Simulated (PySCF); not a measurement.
formate (CHO₂), SMILES O=C[O-], charge -1. Geometry optimised at PBE0-D3(BJ)/def2-TZVPD.

### Question
Give the equilibrium geometry at PBE0-D3(BJ)/def2-TZVPD (PySCF confirms it by a frequency run) as Cartesian coordinates in Å, and its point group. (The exact figures need the calculation; the answer reports its results.)

### Answer
point group C2v.
```xyz
4

O      0.0000     1.1310    -0.2084
C      0.0000     0.0000     0.3136
O      0.0000    -1.1310    -0.2084
H      0.0000     0.0000     1.4521
```
Charge -1, spin multiplicity 1.
